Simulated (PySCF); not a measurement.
# [Ce(H2O)3]3+ relaxed at several levels

Computed with PySCF 2.14.0, def2-SVP on the ligands, density fitting, scalar-relativistic core potentials, no spin-orbit coupling, vacuum. Each row is relaxed at its own level from the same template. Distances are means of the shortest metal–ligand contacts, charges and spins Mulliken's; removal energies are rigid, with the ligand's formal charge and no counterpoise, so too large; for an anion taken off a cation in vacuum most of it is the attraction of opposite charges, and multiply charged cations can part far more cheaply with an electron moved from ligand to metal. lcecp potentials hold a fixed number of 4f electrons in the core, out of states, spins and gaps.

| level | basis on the metal | point group | M–H2O (Å) | charge on M (e) | removal of one H2O (eV) | strongest infrared band, degenerate modes summed (cm⁻¹) | unstable modes (below −25 cm⁻¹) |
| --- | --- | --- | --- | --- | --- | --- | --- |
| PBE0 | lcecp-1-SVP with ECP47 | D3, nearly planar | 2.380 | 2.07 | 3.46 | 3591 | 0 (lowest -7 cm⁻¹, within noise) |

Problem. What does the calculation give for r2SCAN, lcecp-1-SVP with ECP47?

Solution. point group: D3, nearly D3h, M–H2O (Å): 2.393, charge on M (e): 2.06, removal of one H2O (eV): 3.45, unstable modes (below −25 cm⁻¹): not given.
```xyz
10

Ce    0.0000    0.0000    0.0000
O     2.3932    0.0000    0.0000
H     3.0116    0.7701    0.0471
H     3.0116   -0.7701   -0.0471
O    -1.1966    2.0726    0.0000
H    -2.1727    2.2231    0.0471
H    -0.8389    2.9932   -0.0471
O    -1.1966   -2.0726    0.0000
H    -0.8389   -2.9932    0.0471
H    -2.1727   -2.2231   -0.0471
```

Members with unstable modes aren't minima as they stand: saddle points kept by symmetry or, where the modes are soft, flat surfaces and noise. Moved off a saddle point of the template and relaxed again: PBE0, r2SCAN. One start shape was tried for each, so a minimum needn't be the lowest isomer.
